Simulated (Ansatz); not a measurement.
Ansatz (a first-principles code) input (r2SCAN0/def2-TZVPD):

Ansatz 0.2 input:
```yaml
crystal:
  periodic: [false, false, false]
  atoms:
    - {symbol: B, position_ang: [-0.79579729, 0.31105973, -0.09105722]}
    - {symbol: O, position_ang: [0.54487434, -0.21297944, 0.06234596]}
    - {symbol: H, position_ang: [-1.61330975, -0.52331540, -0.21187621]}
    - {symbol: H, position_ang: [-0.84492411, 1.48418516, -0.06940138]}
    - {symbol: H, position_ang: [1.33120986, 0.35697248, 0.17305895]}
    - {symbol: H, position_ang: [0.74701577, -1.16930535, 0.06473710]}
basis:
  gaussian:
    orbitals: def2-TZVPD
hamiltonian:
  xc: {name: r2SCAN0}
total_charge: 1
output: {forces: true}
```

Output:

```
Functional definition: r2SCAN0
integrals: 0.02 GiB planned
553 factors; their error is unknown
mean field: 0.32 GiB planned
mean field evaluation 1: about -2770.5935 eV, gradient 7.8e1 eV
mean field evaluation 2: about -2763.9637 eV, gradient 9.6e1 eV
mean field evaluation 4: about -2779.6786 eV, gradient 1.7e0 eV
mean field evaluation 8: about -2779.6887 eV, gradient 2.5e-2 eV
mean field evaluation 16: about -2779.6868 eV, gradient 2.4e-5 eV
mean field -2779.68680028 eV, -102.1516057707 hartree, gradient 2.4e-5 eV, S^2 0.000000; 0 other end points of the search recorded, 0 dependent functions left out
the calculation of the forces begins
reference -2779.68680894 eV, -102.1516060893 hartree; 8, 8 occupied and 105, 105 virtual orbitals, 553 factors
Total energy: -2779.68680894 eV, -102.1516060893 hartree
Atom 0 at    -0.795797     0.311060    -0.091057 Å, force     0.208243    -0.081398     0.023828 eV/Å
Atom 1 at     0.544874    -0.212979     0.062346 Å, force     0.151502    -0.059219     0.017335 eV/Å
Atom 2 at    -1.613310    -0.523315    -0.211876 Å, force     0.016874     0.004375     0.002190 eV/Å
Atom 3 at    -0.844924     1.484185    -0.069401 Å, force     0.009569    -0.014711     0.000836 eV/Å
Atom 4 at     1.331210     0.356972     0.173059 Å, force    -0.302235    -0.209668    -0.042331 eV/Å
Atom 5 at     0.747016    -1.169305     0.064737 Å, force    -0.083953     0.360620    -0.001857 eV/Å
Dipole moment:     0.437995    -0.171203     0.050117 e Å
```

It need not be the lowest isomer of its formula.
